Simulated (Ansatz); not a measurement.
`[NH2][GeH][Cl]` radical, relaxed with UKS PBE-D4/def2-SVP in the Gaussian-basis code of Ansatz from a rough embedded geometry. The force threshold is 0.03 eV/Å; the program also tests the step.

Charge 0, multiplicity 2.

Start:

```xyz
6

N     0.558    0.830    0.122
Ge   -0.622   -0.561    0.021
Cl   -0.163   -1.661   -1.764
H     0.301    1.367    1.015
H     0.384    1.499   -0.677
H    -0.459   -1.473    1.283
```

```json
{"step": "1", "energy (eV)": "-70552.4234", "largest force (eV/Å)": "1.658", "largest move (Å)": "0.000"}
{"step": "2", "energy (eV)": "-70552.5538", "largest force (eV/Å)": "1.002", "largest move (Å)": "0.114"}
{"step": "3", "energy (eV)": "-70552.5827", "largest force (eV/Å)": "0.239", "largest move (Å)": "0.036"}
{"step": "4", "energy (eV)": "-70552.5880", "largest force (eV/Å)": "0.123", "largest move (Å)": "0.024"}
{"step": "5", "energy (eV)": "-70552.5907", "largest force (eV/Å)": "0.063", "largest move (Å)": "0.037"}
{"step": "6", "energy (eV)": "-70552.5908", "largest force (eV/Å)": "0.020", "largest move (Å)": "0.013"}
```

End:

```xyz
6

N     0.441    0.840    0.162
Ge   -0.763   -0.580    0.058
Cl   -0.141   -1.616   -1.787
H     0.323    1.455    0.978
H     0.510    1.418   -0.685
H    -0.370   -1.518    1.273
```

Run time 17 s (2 threads of a server CPU on a shared host); peak host memory 0.19 GiB.
